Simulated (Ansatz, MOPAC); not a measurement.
Species: C$_{2}$H$_{6}$GeO$_{2}$, net charge 0, singlet state. SMILES: C([O][GeH3])(=O)C

Atoms: C1, C2, O3, O4, Ge5, H6, H7, H8, H9, H10, H11. Bonds: C1-C2, C1-H6, C1-H7, C1-H8, C2-O3, C2-O4, O4-Ge5, Ge5-H9, Ge5-H10, Ge5-H11.

Bond lengths (Å) and angles (degrees) optimised at PM3 with MOPAC; HF/3-21G with Ansatz (a first-principles code); MP2/6-31G* with LANL2DZ past Ar with Ansatz, each started from the B3LYP-D3(BJ)/def2-TZVP structure (Ansatz) of the last column. A row stands for all coordinates that are equal there; 11 of 20 kinds are shown. 6-31G* holds six Cartesian d functions. No wavenumbers were computed at MP2/6-31G* with LANL2DZ past Ar, so these may be saddle points.

| coordinate | PM3 | HF/3-21G | MP2/6-31G* with LANL2DZ past Ar | B3LYP-D3(BJ)/def2-TZVP |
|---|---|---|---|---|
| C1-C2 | 1.495 | 1.499 | 1.503 | 1.504 |
| C1-H6 | 1.098 | 1.083 | 1.092 | 1.091 |
| C1-H7 | 1.097 | 1.078 | 1.089 | 1.086 |
| C2-O3 | 1.229 | 1.208 | 1.226 | 1.211 |
| C2-O4 | 1.327 | 1.345 | 1.348 | 1.337 |
| O4-Ge5 | 1.833 | 1.771 | 1.843 | 1.844 |
| Ge5-H9 | 1.517 | 1.531 | 1.538 | 1.530 |
| Ge5-H11 | 1.520 | 1.531 | 1.542 | 1.534 |
| C1-C2-O3 | 129.4 | 126.6 | 125.2 | 124.8 |
| C1-C2-O4 | 118.9 | 112.5 | 112.5 | 112.9 |
| O3-C2-O4 | 111.8 | 120.9 | 122.3 | 122.4 |

Mean signed difference of all 10 bond lengths from B3LYP-D3(BJ)/def2-TZVP: PM3 -0.003 Å, HF/3-21G -0.010 Å, MP2/6-31G* with LANL2DZ past Ar 0.006 Å.
